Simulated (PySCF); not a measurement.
**Ir(OH)3: from structure and modes to constants**

Level of theory: PySCF, B3LYP, basis Ir def2-SVP with ECP60, O def2-SVP, H def2-SVP (scalar-relativistic core potentials, no spin–orbit coupling, density fitting).

The singlet minimum has C3v symmetry. Masses (u): Ir 192.96292, O 15.99492, H 1.00782.

```xyz
7
charge 0 multiplicity 1, angstrom
Ir    0.0000    0.0000   -0.0108
O     0.0000    1.8513   -0.0130
O    -1.6033   -0.9257   -0.0130
O     1.6033   -0.9257   -0.0130
H     0.0000    2.2016    0.8978
H    -1.9067   -1.1008    0.8978
H     1.9067   -1.1008    0.8978
```

Harmonic wavenumbers (cm⁻¹): 191.9 (e, ×2), 212.8 (a1, ×1), 611.2 (a2, ×1), 704.4 (e, ×2), 726.8 (e, ×2), 735.7 (a1, ×1), 968.4 (a1, ×1), 982.9 (e, ×2), 3673.2 (e, ×2), 3678.3 (a1, ×1).

Task: Find the principal moments of inertia and the rotational constants. What kind of rotor is it?

Result: About the centre of mass I = 92.026, 92.026, 179.12 u Å². With B = 16.8576/I this gives 0.1832, 0.1832, 0.09412 cm⁻¹. The molecule is an oblate symmetric top.

Task: What is the harmonic zero-point energy?

Result: Half the sum of all 15 wavenumbers, 18765/2 = 9382 cm⁻¹, which is 112.2 kJ/mol (1 cm⁻¹ = 0.0119627 kJ/mol).

Task: Find the vibrational entropy and heat capacity at 298.15 K.

Result: With u = 1.43878 ω/T, each mode gives S = R[u/(eᵘ−1) − ln(1−e⁻ᵘ)] and C = R u² eᵘ/(eᵘ−1)².
| ω (cm⁻¹) | u | S (J/(mol K)) | C (J/(mol K)) |
| --- | --- | --- | --- |
| 191.9 (×2) | 0.926 | 9.24 | 7.74 |
| 212.8 | 1.027 | 8.45 | 7.62 |
| 611.2 | 2.949 | 1.80 | 4.22 |
| 704.4 (×2) | 3.399 | 1.26 | 3.43 |
| 726.8 (×2) | 3.507 | 1.15 | 3.26 |
| 735.7 | 3.550 | 1.12 | 3.19 |
| 968.4 | 4.673 | 0.44 | 1.73 |
| 982.9 (×2) | 4.743 | 0.42 | 1.66 |
| 3673.2 (×2) | 17.726 | 0.00 | 0.00 |
| 3678.3 | 17.750 | 0.00 | 0.00 |
The sums over all modes are S = 36.0 and C = 48.9 J/(mol K); the softest mode gives 26 % of the entropy (each member, where degenerate).

Task: Give the standard entropy (298.15 K, 1 bar) by its translational, rotational, vibrational and spin parts, and Cp.

Result: Sackur–Tetrode with M = 243.97 u gives 177.4; rotation with symmetry number 3 gives 98.6; vibration 36.0; spin R ln 1 = 0.0. The total is 311.9 J/(mol K), and Cp = 4 R + 48.9 = 82.2 J/(mol K).

Stability towards spin polarisation was not tested. Other isomers or separated fragments may lie lower. No spin–orbit coupling is included, which matters more the heavier the element.
